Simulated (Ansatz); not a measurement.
The cluster Y3O3⁺. Total charge 1; singlet. Geometry r2SCAN-D4/def2-SVP.

```xyz
6

Y     0.492   -1.565   -1.099
Y    -0.184   -0.270    1.948
Y     0.590    1.777   -0.625
O    -0.577   -1.711    0.600
O     0.164    0.261   -1.878
O    -0.486    1.508    1.054
```

In the def2 sets Y takes a core potential, while STO-3G treats all electrons; there is no spin–orbit coupling. HSE06 is defined as in plane-wave codes, on full-range PBE exchange. The restricted singlet is unstable towards broken spin symmetry in Hartree–Fock (as tested in another run); at HF/STO-3G, PBE-D4/def2-SVP, PBE0-D4/def2-SVP, PBE0-D4/def2-TZVP and others this wasn't settled. No other spin state of charge 1 was run. Another isomer (singlet) lies 0.22 eV lower at PBE0-D4/def2-TZVP; other spin states weren't run for this one.

Problem. Estimate the orbital energies around the gap (eV) in Ansatz with HF/STO-3G, PBE-D4/def2-SVP, PBE0-D4/def2-SVP, PBE0-D4/def2-TZVP, HSE06-D4/def2-TZVP.

Solution. 
```json
{"orbital": "HOMO−9", "HF/STO-3G": "-14.03", "PBE-D4/def2-SVP": "-11.36", "PBE0-D4/def2-SVP": "-12.79", "PBE0-D4/def2-TZVP": "-12.74", "HSE06-D4/def2-TZVP": "-12.35"}
{"orbital": "HOMO−8", "HF/STO-3G": "-14.00", "PBE-D4/def2-SVP": "-11.36", "PBE0-D4/def2-SVP": "-12.78", "PBE0-D4/def2-TZVP": "-12.74", "HSE06-D4/def2-TZVP": "-12.35"}
{"orbital": "HOMO−7", "HF/STO-3G": "-13.99", "PBE-D4/def2-SVP": "-11.11", "PBE0-D4/def2-SVP": "-12.47", "PBE0-D4/def2-TZVP": "-12.46", "HSE06-D4/def2-TZVP": "-12.06"}
{"orbital": "HOMO−6", "HF/STO-3G": "-13.43", "PBE-D4/def2-SVP": "-10.87", "PBE0-D4/def2-SVP": "-12.26", "PBE0-D4/def2-TZVP": "-12.22", "HSE06-D4/def2-TZVP": "-11.83"}
{"orbital": "HOMO−5", "HF/STO-3G": "-12.90", "PBE-D4/def2-SVP": "-10.77", "PBE0-D4/def2-SVP": "-12.08", "PBE0-D4/def2-TZVP": "-12.07", "HSE06-D4/def2-TZVP": "-11.68"}
{"orbital": "HOMO−4", "HF/STO-3G": "-12.90", "PBE-D4/def2-SVP": "-10.76", "PBE0-D4/def2-SVP": "-12.08", "PBE0-D4/def2-TZVP": "-12.07", "HSE06-D4/def2-TZVP": "-11.68"}
{"orbital": "HOMO−3", "HF/STO-3G": "-12.85", "PBE-D4/def2-SVP": "-10.62", "PBE0-D4/def2-SVP": "-11.92", "PBE0-D4/def2-TZVP": "-11.93", "HSE06-D4/def2-TZVP": "-11.54"}
{"orbital": "HOMO−2", "HF/STO-3G": "-12.04", "PBE-D4/def2-SVP": "-10.15", "PBE0-D4/def2-SVP": "-11.46", "PBE0-D4/def2-TZVP": "-11.45", "HSE06-D4/def2-TZVP": "-11.06"}
{"orbital": "HOMO−1", "HF/STO-3G": "-12.04", "PBE-D4/def2-SVP": "-10.15", "PBE0-D4/def2-SVP": "-11.45", "PBE0-D4/def2-TZVP": "-11.45", "HSE06-D4/def2-TZVP": "-11.06"}
{"orbital": "HOMO", "HF/STO-3G": "-6.23", "PBE-D4/def2-SVP": "-7.26", "PBE0-D4/def2-SVP": "-7.70", "PBE0-D4/def2-TZVP": "-7.67", "HSE06-D4/def2-TZVP": "-7.34"}
{"orbital": "LUMO", "HF/STO-3G": "-0.12", "PBE-D4/def2-SVP": "-5.83", "PBE0-D4/def2-SVP": "-5.21", "PBE0-D4/def2-TZVP": "-5.20", "HSE06-D4/def2-TZVP": "-5.55"}
{"orbital": "LUMO+1", "HF/STO-3G": "-0.12", "PBE-D4/def2-SVP": "-5.83", "PBE0-D4/def2-SVP": "-5.20", "PBE0-D4/def2-TZVP": "-5.19", "HSE06-D4/def2-TZVP": "-5.54"}
{"orbital": "LUMO+2", "HF/STO-3G": "1.19", "PBE-D4/def2-SVP": "-5.46", "PBE0-D4/def2-SVP": "-4.63", "PBE0-D4/def2-TZVP": "-4.64", "HSE06-D4/def2-TZVP": "-5.01"}
{"orbital": "LUMO+3", "HF/STO-3G": "1.45", "PBE-D4/def2-SVP": "-4.99", "PBE0-D4/def2-SVP": "-4.30", "PBE0-D4/def2-TZVP": "-4.36", "HSE06-D4/def2-TZVP": "-4.72"}
{"orbital": "LUMO+4", "HF/STO-3G": "1.45", "PBE-D4/def2-SVP": "-4.86", "PBE0-D4/def2-SVP": "-3.97", "PBE0-D4/def2-TZVP": "-3.95", "HSE06-D4/def2-TZVP": "-4.33"}
{"orbital": "LUMO+5", "HF/STO-3G": "1.58", "PBE-D4/def2-SVP": "-4.85", "PBE0-D4/def2-SVP": "-3.96", "PBE0-D4/def2-TZVP": "-3.95", "HSE06-D4/def2-TZVP": "-4.33"}
```
